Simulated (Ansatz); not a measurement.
`C#CC(=C)C` + `[NH2][Ga]([F])[F]` → `C[NH][Ga]([F])[F]` + `C#CC=C` at 298.15 K and 1 bar (substitution at a C–C bond).

Calculated with Ansatz (gas phase, PBE0-D4/def2-TZVP geometries, no zero-point term in ΔE). CCSD(T)/CBS adds triple-zeta CCSD(T) − MP2 to the extrapolated MP2 energy (def2 sets, frozen cores). For Ga outer-core shells are correlated without core-valence functions, which leaves a few kJ/mol of doubt a bond. Scalar relativity is left out up to krypton. One conformer a species, not always the lowest.

```json
{"species": "`C#CC(=C)C`", "CCSD(T)/CBS energy (Eh)": "-193.78910", "H − E (kJ/mol)": "252.5", "S (J/(mol·K))": "308.8"}
{"species": "`[NH2][Ga]([F])[F]`", "CCSD(T)/CBS energy (Eh)": "-2179.54122", "H − E (kJ/mol)": "95.5", "S (J/(mol·K))": "322.2"}
{"species": "`C[NH][Ga]([F])[F]`", "CCSD(T)/CBS energy (Eh)": "-2218.78622", "H − E (kJ/mol)": "174.9", "S (J/(mol·K))": "358.7"}
{"species": "`C#CC=C`", "CCSD(T)/CBS energy (Eh)": "-154.52327", "H − E (kJ/mol)": "175.1", "S (J/(mol·K))": "276.9"}
```

H − E and S are ideal-gas, rigid-rotor, harmonic terms from PBE0-D4/def2-TZVP, for one conformer and one mirror image of each species. 1 Eh = 2625.50 kJ/mol, R = 8.31446 J/(mol·K).

**Question.** By hand: ΔE, ΔH, ΔS and ΔG.

**Answer.** ΔE = (-2218.78622) + (-154.52327) − (-193.78910) − (-2179.54122) = 0.02083 Eh = 54.7 kJ/mol. Δ(H − E) = 174.9 + 175.1 − 252.5 − 95.5 = 2.0, so ΔH = 56.7 kJ/mol. ΔS = 358.7 + 276.9 − 308.8 − 322.2 = 4.6 J/(mol·K). ΔG = 56.7 − 298.15 × (4.6)/1000 = 55.3 kJ/mol.

**Question.** By hand: the equilibrium constant, and the temperature at which ΔG would vanish if ΔH and ΔS stayed fixed.

**Answer.** log₁₀ K = −ΔG/(RT ln 10) = -9.7. ΔG = 0 at ΔH/ΔS = 12326 K, far beyond where these terms or the molecules hold.

The number of gas molecules stays the same, so ΔS is small and ΔH decides. A doubt of 5 kJ/mol in ΔE shifts log₁₀ K by 0.9 here. Other conformers and mirror images would add mixing entropy, several J/(mol·K) or more a flexible species. These are equilibria of isolated gas molecules and say nothing of rates. Largest T1 diagnostic: 0.014 (customary marks: 0.02 for closed shells, 0.045 for open ones).
